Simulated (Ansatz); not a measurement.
The cluster HfSi₅. Total charge 0; triplet. Geometry PBE0-D4/def2-SVP; atoms count from 1.

```xyz
6

Hf   -0.8562    1.8307    0.3314
Si    1.1561    0.2990   -0.6252
Si    1.0568    0.6473    1.7269
Si   -1.1467   -0.0546   -1.3978
Si    0.4159   -1.9155   -0.9152
Si   -0.6258   -0.8069    0.8798
```

In the def2 sets Hf takes a core potential; there is no spin–orbit coupling. At PBE0-D4/def2-TZVP a singlet of charge 0 lies 0.61 eV below the triplet, each at its own geometry. The structure comes from a short search, and lower isomers may exist.

(1) Estimate the Mulliken populations from the PBE0/def2-TZVP orbitals of Ansatz.

(2) Where does the spin sit?

(3) And the Mayer bond orders between bonded heavy atoms (over 0.3)?

Results:

(1) 
```
atom  charge (e)  spin (α − β)  d electrons
 Hf1        0.35          1.39         2.18
 Si2       -0.02          0.00            –
 Si3       -0.14          0.35            –
 Si4       -0.13          0.01            –
 Si5       -0.03          0.25            –
 Si6       -0.02          0.00            –
```
Mulliken values and Mayer orders depend strongly on the basis.

(2) Summed by element: Hf 1.39, Si 0.61, of 2 unpaired in all. Largest on single atoms: Hf1 1.39, Si3 0.35, Si5 0.25.

(3) Hf1–Si2 0.73 (2.70 Å); Hf1–Si3 0.97 (2.65 Å); Hf1–Si4 1.08 (2.57 Å); Hf1–Si6 0.73 (2.70 Å); Si2–Si3 0.82 (2.38 Å); Si2–Si4 0.62 (2.45 Å); Si2–Si5 0.86 (2.35 Å); Si2–Si6 0.56 (2.58 Å); Si3–Si6 0.82 (2.38 Å); Si4–Si5 0.76 (2.48 Å); Si4–Si6 0.62 (2.45 Å); Si5–Si6 0.86 (2.35 Å). Values over 0.3 also appear between atoms too far apart for a bond (Hf1–Si5 0.38 at 4.15 Å); they arise where an orbital or an unpaired electron spreads over both atoms.
